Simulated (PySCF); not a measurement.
Nitrogen: a sound run and one with changed settings

Sound run: N(2+) [He] 2s2 2p1, N(3+) [He] 2s2. All numbers are calculated (PySCF 2.14, the spin-free X2C one-electron Hamiltonian (Gaussian nucleus), in x2c-SVPall). In the sound run the correlated levels freeze 1s2. The sound run starts from symmetry-adapted Hartree-Fock orbitals and uses a fine grid where one is needed.

A second run was set up differently.

```tsv
species	method	sound run (hartree)	changed run (hartree)	converged
N(2+)	UHF	-52.77125	-52.77125	yes
N(2+)	M06-L	-52.92106	-52.92106	yes
N(2+)	TPSS	-52.93662	-52.93662	yes
N(2+)	MP2	-52.81797	-52.80607	yes
N(2+)	CCSD(T)	-52.84755	-52.84755	yes
N(3+)	UHF	-51.02530	-51.02530	yes
N(3+)	M06-L	-51.14702	-51.14702	yes
N(3+)	TPSS	-51.15593	-51.15593	yes
N(3+)	MP2	-51.07207	-51.05784	yes
N(3+)	CCSD(T)	-51.11162	-51.11162	yes
```

Ionisation energy of N(2+):

```json
{"method": "UHF", "sound run (eV)": "47.510", "changed run (eV)": "47.510"}
{"method": "M06-L", "sound run (eV)": "48.274", "changed run (eV)": "48.274"}
{"method": "TPSS", "sound run (eV)": "48.455", "changed run (eV)": "48.455"}
{"method": "MP2", "sound run (eV)": "47.508", "changed run (eV)": "47.572"}
{"method": "SCS-MP2", "sound run (eV)": "47.453", "changed run (eV)": "47.540"}
{"method": "CCSD", "sound run (eV)": "47.220", "changed run (eV)": "47.220"}
{"method": "CCSD(T)", "sound run (eV)": "47.237", "changed run (eV)": "47.237"}
```

Question: What was changed?
A. basis contracted for another Hamiltonian
B. minimal basis
C. level shift left on
D. angular grid far too coarse

Answer: C. It used initial guess sap, at most 50 SCF cycles, level shift 0.5 hartree. A level shift leaves the converged SCF energy unchanged but raises the virtual orbital energies, which shrinks MP2 if it is not removed.
